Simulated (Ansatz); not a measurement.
One change: `[NH2][In]([SH])[SH]` becomes `C[O][In]([SH])[SH]`.

Ansatz, PBE0-D4/def2-TZVP geometries, multiplicity 1. Each molecule was computed in one conformer, which needn't be the lowest.

Elements past krypton have def2 core potentials.

```json
{"property": "LUMO energy (PBE/def2-TZVPP) / eV", "`[NH2][In]([SH])[SH]`": "-2.20"}
{"property": "HOMO–LUMO gap (ωB97M-V/def2-TZVPP) / eV", "`[NH2][In]([SH])[SH]`": "10.07"}
{"property": "HOMO energy (PBE0/def2-TZVPP) / eV", "`[NH2][In]([SH])[SH]`": "-7.36"}
{"property": "LUMO energy (B3LYP/def2-TZVPP) / eV", "`[NH2][In]([SH])[SH]`": "-1.65"}
{"property": "ideal-gas entropy at 298 K and 1 bar (rigid rotor, harmonic PBE0-D4/def2-TZVP) / J/(mol·K)", "`[NH2][In]([SH])[SH]`": "382"}
{"property": "HOMO energy (PBE/def2-TZVPP) / eV", "`[NH2][In]([SH])[SH]`": "-6.02"}
```

(1) Give the same properties after the change, and the shifts. (Estimate.)

## Answers

(1) The calculation gave: 
| property | `C[O][In]([SH])[SH]` | shift |
| --- | --- | --- |
| LUMO energy (PBE/def2-TZVPP) / eV | -2.58 | -0.38 |
| HOMO–LUMO gap (ωB97M-V/def2-TZVPP) / eV | 9.96 | -0.11 |
| HOMO energy (PBE0/def2-TZVPP) / eV | -7.61 | -0.25 |
| LUMO energy (B3LYP/def2-TZVPP) / eV | -2.01 | -0.36 |
| ideal-gas entropy at 298 K and 1 bar (rigid rotor, harmonic PBE0-D4/def2-TZVP) / J/(mol·K) | 422 | 40 |
| HOMO energy (PBE/def2-TZVPP) / eV | -6.17 | -0.15 |

With PBE0 the HOMO falls by 0.25 eV and the LUMO falls by 0.37 eV, so the gap narrows by about 0.12 eV. PBE moves the HOMO by -0.15 eV and ωB97M-V by -0.21 eV. The zero-point energy changes by 42.5 kJ/mol with +6 modes. Modes under 60 cm⁻¹, often nearly free rotors, make the harmonic entropy too high.

B3LYP here is the variant with VWN-RPA as its local correlation; programs differ in this.
